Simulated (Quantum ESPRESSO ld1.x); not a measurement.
The numbers below are computed, except where a source is named.
Problem. These are the eigenvalues of the occupied orbitals of an atom or ion with whole-number occupations (eV). Level of theory: non-relativistic Kohn-Sham, LDA (Slater exchange, Hedin-Lundqvist correlation), spin-unpolarised, spherical densities, point nucleus (ld1.x of Quantum ESPRESSO 7.5).

1s: -39655.9
2s: -6188.45
2p: -5861.68
3s: -1331.27
3p: -1188.88
3d: -922.788
4s: -260.627
4p: -207.176
4d: -113.060
5s: -35.3302
5p: -21.2384
4f: -4.2604
6s: -3.4748

Which element is it, and in what charge state? The configuration may be excited.

Solution. Z = 59, praseodymium, charge 0: Pr in [Xe] 4f3 6s2. The list shows which subshells hold electrons but not how many an open one holds; the 1s level, -1457.3 hartree, gives Z - s = 54.0 by -(Z - s)^2/2, which with screening narrows Z to a few neighbours, and the depths of the outer levels then fix element, charge and occupations together.
